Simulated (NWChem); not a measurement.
Species: C3H6OSi; SMILES C(#C)C[SiH2]O

```xyz
11

C      0.7786    -2.3245     0.1649
C     -0.1234    -1.5386    -0.1035
C     -1.0906    -0.4930    -0.3881
Si    -0.3382     1.1569     0.2381
O      1.2615     1.2329    -0.2619
H      1.5292    -3.0684     0.3910
H     -2.0642    -0.6865     0.1124
H     -1.2864    -0.4181    -1.4798
H     -1.0448     2.3300    -0.3723
H     -0.4881     1.1813     1.7367
H      1.7102     0.3706    -0.1578
```
Atoms are numbered in this order, from 1.

Level: PBE-D3(BJ)/def2-SVP (NWChem), optimised geometry, unscaled harmonic frequencies. 

| frequency (cm⁻¹) | IR intensity (km/mol) |
|---|---|
| 72 | 3.6 |
| 119 | 0.3 |
| 238 | 9.3 |
| 336 | 4.8 |
| 349 | 91.2 |
| 436 | 25.1 |
| 539 | 27.1 |
| 609 | 35.7 |
| 644 | 16.7 |
| 653 | 32.4 |
| 700 | 29.6 |
| 761 | 45.3 |
| 823 | 50.7 |
| 888 | 123.7 |
| 921 | 219.5 |
| 942 | 92.3 |
| 964 | 7.5 |
| 1096 | 9.4 |
| 1111 | 30.5 |
| 1355 | 6.7 |
| 2146 | 48.9 |
| 2153 | 105.8 |
| 2194 | 129.9 |
| 2974 | 4.6 |
| 3031 | 0.4 |
| 3407 | 82.5 |
| 3690 | 63.2 |

The zero-point energy comes out as 47.4 kcal/mol and the thermal correction to the enthalpy at 298.15 K (with zero-point energy) is 52.3 kcal/mol. The heat capacity Cv comes out as 25.0 cal/(mol K) and the entropy at 298.15 K and 1 atm (symmetry number 1) is 81.1 cal/(mol K). The dipole moment comes out as 1.21 D.

Rigid rotor and harmonic oscillator; modes under 100 cm⁻¹ make the entropy uncertain.
